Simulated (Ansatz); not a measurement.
`C[O][Al]([OH])[SH]` + `FB(F)F` → `C[O][Al]([F])[SH]` + `OB(F)F`  (redistribution)

Program: Ansatz. Geometries: PBE0-D4/def2-TZVP. ΔE: electronic, gas phase. CBS: MP2 limit from def2 TZ/QZ plus the TZ coupled-cluster correction, frozen cores. This one scheme is used for every species. Functionals use def2-TZVPP. B3LYP here is the variant with VWN-RPA as its local correlation; programs differ in this. One conformer a species, not always the lowest.

`C[O][Al]([OH])[SH]`:

Z-matrix (Å, degrees):
```
C
O 1 1.397
H 1 1.095 2 110.0
H 1 1.095 2 110.0 3 118.9
H 1 1.097 2 112.7 3 -120.6
Al 2 1.673 1 135.4 3 119.5
S 6 2.183 2 118.3 1 0.2
O 6 1.685 2 117.7 1 -179.8
H 7 1.344 6 93.7 2 179.9
H 8 0.954 6 124.7 2 180.0
```

`FB(F)F`:

Z-matrix (Å, degrees):
```
B
F 1 1.311
F 1 1.311 2 120.0
F 1 1.311 2 120.0 3 -180.0
```

`C[O][Al]([F])[SH]`:

Cartesian coordinates in Å:
```
C 1.668 0.659 0.164
O 0.556 -0.162 0.376
Al -1.012 -0.331 -0.159
F -1.654 0.674 -1.293
S -2.225 -1.917 0.666
H 1.476 1.437 -0.584
H 1.955 1.146 1.100
H 2.515 0.056 -0.178
H -3.278 -1.563 -0.092
```

`OB(F)F`:

```xyz
5

O    -0.986   -0.157    0.192
B     0.254    0.260   -0.125
F     0.431    1.486   -0.571
F     1.317   -0.525   -0.003
H    -1.016   -1.063    0.507
```

(1) Is it downhill or uphill in electronic energy at CCSD(T)/CBS, and by how much? (An estimate is asked.)

(2) What do these levels give: r2SCAN-D4, B3LYP-D4, ωB97X-V, r2SCAN, CCSD(T)/def2-TZVPP, MP2/def2-QZVPP? (An estimate is asked.)

Largest T1 diagnostic among the species: 0.012.

Answers

(1) Ansatz gave: Downhill: ΔE = -0.45 eV.

(2) Computed: r2SCAN-D4 -0.44, B3LYP-D4 -0.45, ωB97X-V -0.46, r2SCAN -0.45, CCSD(T)/def2-TZVPP -0.43, MP2/def2-QZVPP -0.44 eV.
